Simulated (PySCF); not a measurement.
# What a mistake does to a calculation on AlFH3NSi

All numbers below are calculated, not measured. The program is PySCF 2.14.0, an open-source quantum chemistry code, run on an isolated molecule that a program drew, which may never have been made. The molecule is AlFH3NSi (charge 0, singlet), drawn as the SMILES string `F[SiH]=[N][AlH2]`.

Each row is a Hartree-Fock (HF) and frozen-core CCSD(T) single point in the cc-pV(D+d)Z basis, meant for a local HF minimum. Run 1 is clean. Each other run has one planted mistake out of seven kinds, and not every kind appears here: one electron removed, one electron added, multiplicity raised by two, geometry at a saddle point, minimal basis STO-3G, one bond length entered in bohr, all coordinates scaled. The reference is restricted for singlets and unrestricted otherwise, and also for a bond in bohr. Adding or removing an electron swaps singlet and doublet. Electrons count all cores. HOMO and LUMO are orbital energies over both spins, the gradient is its largest component, and the lowest frequency (negative if imaginary) is given only where the gradient is small. Bond lengths are over the 6 bonds as drawn. T1 is the CCSD diagnostic: over 0.02 (restricted) or 0.045 (unrestricted) a single reference is doubtful.

Geometry of the clean run:
```xyz
7
AlFH3NSi, angstrom
F    -0.6742    2.3803   -1.4182
Si   -0.9505    1.1347   -0.4606
N    -2.0991    1.0036    0.5614
Al   -3.4519    0.9902    1.6820
H     0.1093    0.1840   -0.7754
H    -4.8480    0.4076    1.2239
H    -3.2626    1.5398    3.1519
```

| run | electrons | basis functions | <S^2> | HOMO (eV) | LUMO (eV) | gradient (hartree/bohr) | lowest frequency (cm^-1) | mean bond (Å) | longest bond (Å) | T1 | HF (hartree) | CCSD(T) (hartree) | mistake |
|---|---|---|---|---|---|---|---|---|---|---|---|---|---|
| 1 | 46 | 89 | 0.000 | -10.44 | 2.05 | 3.1e-05 | 70 | 1.5857 | 1.757 | 0.0165 | -686.55791 | -687.10679 | no fault |
| 2 | 46 | 89 | 0.000 | -10.33 | 1.45 | 3.8e-05 | -123 | 1.5871 | 1.762 | 0.0157 | -686.55465 | -687.10218 | geometry at a saddle point |
| 3 | 46 | 31 | 0.000 | -6.26 | 8.20 | 4.2e-02 | - | 1.5857 | 1.757 | 0.0187 | -678.09791 | -678.29823 | minimal basis STO-3G |
| 4 | 46 | 89 | 0.789 | -7.68 | 1.55 | 1.0e-02 | - | 1.8201 | 2.987 | 0.0552 | -686.45702 | -686.99799 | one bond length entered in bohr |
| 5 | 46 | 89 | 0.000 | -10.72 | 2.43 | 1.3e-01 | - | 1.4303 | 1.585 | 0.0132 | -686.45230 | -686.98375 | ? |

**Which mistake was planted in run 5, and what did it cost?**

The mean and the longest bond both change by the same factor, 0.902, and the gradient is no longer small. So the mistake is: all coordinates scaled. Subtracting run 1 and multiplying by 627.51 kcal/mol a hartree, the energy moved by 66.3 kcal/mol in HF and 77.2 kcal/mol in CCSD(T).

Cautions from the logs. Run 4: T1 is over the limit, so its CCSD(T) energy is less reliable.
